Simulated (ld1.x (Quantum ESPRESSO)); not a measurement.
**gallium (Ga): one change to an ultrasoft potential, before and after**

* Element: gallium (Ga)
* Generator: ld1.x (Quantum ESPRESSO) 7.5
* Type: ultrasoft
* Functional: PBE
* Relativity: scalar-relativistic
* Frozen core: [Ar] 3d10
* Valence charge: 3
* Reference configuration: 4s2 4p1
* Partial waves: 4s (bound): rcut 1.45, rcutus 1.95 bohr; 4s channel at 1.05 Ry: rcut 1.45, rcutus 1.95 bohr; 4p (bound): rcut 2.10, rcutus 2.45 bohr; 4p channel at 1.8 Ry: rcut 2.10, rcutus 2.45 bohr; 4d channel at 0.45 Ry: rcut 1.50, rcutus 2.05 bohr; 4d channel at 1 Ry: rcut 1.50, rcutus 2.05 bohr
* Local potential: all-electron potential smoothed inside 2.25 bohr (lloc = -1)
* Core correction: Bessel-smoothed model core inside 1.10 bohr
* Augmentation charge: built from norm-conserving waves at rcut, not smoothed further

Change: waves 4d channel at 0.45 Ry: rcut 1.26, rcutus 1.34 bohr; 4d channel at 1 Ry: rcut 1.26, rcutus 1.34 bohr.

Cutoffs: the cutoffs (Ry, on a coarse ladder) from which the occupation-weighted sum of valence levels, in a spherical-Bessel basis at the reference potential, stays within 10 and 1 mRy of its value at 400 Ry; they do not see the model core or the augmentation charge, which bear on the density cutoff. Errors are all-electron minus pseudo energies relative to the spin-unpolarised reference configuration.

**Question.** How do hardness, ghosts and transferability respond?

**Answer.** Both files are so soft that the ladder of cutoffs tells neither apart; a bound ghost appears in d, which as a rule spoils a file; the errors of the 7 common tests hardly move.

| quantity | base | changed |
| --- | --- | --- |
| cutoff, loose | 6 Ry | 6 Ry |
| cutoff, tight | 10 Ry | 10 Ry |
| bound ghosts | none | d |
| error for 4s2 4p0, meV [ΔE 5.69 eV] | -12 | -12 |
| error for 4s1 4p0, meV [ΔE 26.82 eV] | -187 | -187 |
| error for 4s2 4p0.5, meV [ΔE 2.03 eV] | -1.9 | -1.9 |
| error for 4s2 4p1.3, meV [ΔE -0.53 eV] | -0.1 | -0.1 |
| error for 4s1 4p1, meV [ΔE 13.06 eV] | -54 | -54 |
| error for 4s1 4p2, meV [ΔE 6.54 eV] | -20 | -20 |
| error for 4s0 4p3, meV [ΔE 13.37 eV] | -81 | -81 |
| s: phases at 2.64 bohr within 0.05 rad from the reference energy up to (Ry; the scan ends near 5) | to the end of the scan | to the end of the scan |
| p: phases at 2.64 bohr within 0.05 rad from the reference energy up to (Ry; the scan ends near 5) | 4.1 | 4.1 |
| d: phases at 2.64 bohr within 0.05 rad from the reference energy up to (Ry; the scan ends near 5) | n/a | 1.0 |
| lowest overlap eigenvalue by channel | s 0.37, p 0.67, d 1.00 | s 0.37, p 0.67, d 0.78 |

 A true bound ghost makes a file unfit for plane-wave use even where its test errors are small: the radial tests pick states by their node count and pass the ghost by.
